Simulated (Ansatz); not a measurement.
A nudged elastic band was laid between two geometries of C₂H₃BLi (7 atoms, charge 0, multiplicity 2).

Computed with Ansatz 0.2.0, UKS B3LYP-D4/def2-SVP.

| Item | Value |
| --- | --- |
| movable images | 5 |
| climbing image | yes |
| spring | 5.0 eV/Å² |
| optimiser | quadratic models (default) |
| start path | through a guess of the saddle point |
| force threshold | 0.05 eV/Å |
| iteration limit | 50 |
| end points | relaxed |

Image 0:

```xyz
7
Properties=species:S:1:pos:R:3
Li -1.427 -3.101 -0.504
B -0.434 -1.312 -0.112
C 0.328 -0.093 0.205
C 0.149 1.251 -0.049
H 1.240 -0.367 0.775
H -0.721 1.616 -0.604
H 0.864 2.006 0.291
```

Image 6:

```xyz
7
Properties=species:S:1:pos:R:3
Li -1.428 -3.100 -0.504
B -0.433 -1.312 -0.113
C 0.329 -0.094 0.205
C 0.149 1.251 -0.050
H 1.242 -0.366 0.775
H 0.863 2.006 0.290
H -0.722 1.615 -0.604
```

Q: What changes between the two ends?

A: No bond is made or broken. The dihedral B2–C3–C4–H6 goes from 0 to 180°. The two ends are copies of one structure, up to a mirror image or an exchange of like atoms.

Q: What energy profile does the band end with?

A: The run converged. The highest image is number 3 of 0 to 6, 0.90 eV above the ends, which have the same energy within 2 meV. A vibrational analysis at the climbing image gives one clearly imaginary mode, 585i cm⁻¹: a first-order saddle point.

| image | path coordinate (Å) | energy (eV) | dihedral B2–C3–C4–H6 (°) |
| --- | --- | --- | --- |
| 0 | 0.00 | 0.00 | 0 |
| 1 | 0.63 | 0.12 | 18 |
| 2 | 1.27 | 0.62 | 56 |
| 3 | 1.90 | 0.90 | 92 |
| 4 | 2.53 | 0.62 | 121 |
| 5 | 3.16 | 0.12 | 156 |
| 6 | 3.79 | 0.00 | 180 |

Q: What is the geometry of the highest image?

A: 
```xyz
7
Properties=species:S:1:pos:R:3:forces:R:3
Li -1.175 -3.152 -0.767 0.00 0.00 0.00
B -0.358 -1.319 -0.133 0.00 0.00 0.00
C 0.219 -0.117 0.341 -0.01 0.01 -0.01
C 0.163 1.268 -0.126 0.00 -0.01 0.00
H 0.827 -0.331 1.253 0.00 0.00 0.01
H -0.587 1.975 0.251 0.00 0.00 0.00
H 0.911 1.675 -0.819 0.00 0.00 0.00
```

Q: What are the harmonic wavenumbers there?

A: 585i, 23, 158, 305, 454, 474, 526, 957, 986, 1057, 1427, 1559, 2918, 3085, 3175 cm⁻¹.

The band took 9 iterations and about 2.7 core-minutes.

The run took 2.7 min on 1 thread of Arm Neoverse V2 (shared host), peak memory 0.22 GiB.
